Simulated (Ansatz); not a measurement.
C4H11Ga (SMILES CCC[CH2][GaH2]), singlet, at a GFN2-xTB geometry (such geometries of metal compounds can be far from the true shape); PBE0/def2-TZVPD in Ansatz (a program for electronic structure).

Input for Ansatz:
Ansatz 0.2 input:
```yaml
crystal:
  periodic: [false, false, false]
  atoms:
    - {symbol: Ga, position_ang: [-0.96592311, 1.21459998, 0.82698896]}
    - {symbol: H, position_ang: [-2.18319565, 1.44484588, 1.82298667]}
    - {symbol: H, position_ang: [-0.51809431, 2.54291575, 0.08279483]}
    - {symbol: C, position_ang: [0.00769455, -0.52656790, 0.41502205]}
    - {symbol: C, position_ang: [0.88803660, -0.23654177, -0.80818482]}
    - {symbol: C, position_ang: [1.84559353, -1.37451212, -1.16603277]}
    - {symbol: C, position_ang: [1.12199402, -2.63040864, -1.63898872]}
    - {symbol: H, position_ang: [0.63158257, -0.85574367, 1.25534124]}
    - {symbol: H, position_ang: [-0.69692989, -1.33968633, 0.21057618]}
    - {symbol: H, position_ang: [0.24758576, -0.01918232, -1.67221599]}
    - {symbol: H, position_ang: [1.47806455, 0.67043235, -0.61232581]}
    - {symbol: H, position_ang: [2.51484676, -1.03155531, -1.95909468]}
    - {symbol: H, position_ang: [2.45980910, -1.61590626, -0.29512852]}
    - {symbol: H, position_ang: [0.47543079, -2.40158816, -2.48387027]}
    - {symbol: H, position_ang: [0.51388770, -3.05484807, -0.84407734]}
    - {symbol: H, position_ang: [1.84071681, -3.38410064, -1.95253857]}
basis:
  gaussian:
    orbitals: def2-TZVPD
hamiltonian:
  xc: pbe0
```

What the program printed (banner, timings and long lists left out):

```
Functional definition: PBE0
1681 factors; their error is unknown
mean field evaluation 1: about -56681.1309 eV, gradient 7.6e1 eV
mean field evaluation 2: about -56666.8067 eV, gradient 1.1e2 eV
mean field evaluation 4: about -56694.1310 eV, gradient 4.7e0 eV
mean field evaluation 8: about -56694.1821 eV, gradient 7.1e-2 eV
mean field evaluation 16: about -56694.3151 eV, gradient 1.5e-4 eV
mean field -56694.31509729 eV, -2083.4776510383 hartree, gradient 5.9e-5 eV, S^2 0.000000; 0 other end points of the search recorded, 0 dependent functions left out
reference -56694.31514690 eV, -2083.4776528614 hartree; 33, 33 occupied and 268, 268 virtual orbitals, 1681 factors
Total energy: -56694.31514690 eV, -2083.4776528614 hartree
```
